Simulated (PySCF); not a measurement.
Copper: a sound run and one with changed settings

Sound run: Cu⁺ [Ar] 3d10, Cu²⁺ [Ar] 3d9. Computed with PySCF 2.14 in cc-pVDZ-DK, with scalar relativity by spin-free X2C-1e. In the sound run the correlated levels freeze [Ar]. The sound run starts from symmetry-adapted Hartree-Fock orbitals and uses a fine grid where one is needed.

A second run was set up differently.

| species | method | sound run (hartree) | changed run (hartree) | converged |
| --- | --- | --- | --- | --- |
| Cu⁺ | MP2 | -1653.32018 | -1653.55127 | yes |
| Cu²⁺ | MP2 | -1652.56500 | -1652.77719 | yes |

Ionisation energy of Cu⁺:

```
 method  sound run (eV)  changed run (eV)
    UHF          17.177            17.177
    MP2          20.550            21.064
SCS-MP2          20.112            20.508
```

(1) What was changed?
A. basis contracted for another Hamiltonian
B. level shift left on
C. all electrons correlated in a valence basis
D. too few SCF iterations

## Answers

(1) C. A valence basis has no tight correlating functions, so it recovers only part of the core correlation, and not evenly between atom and ion.
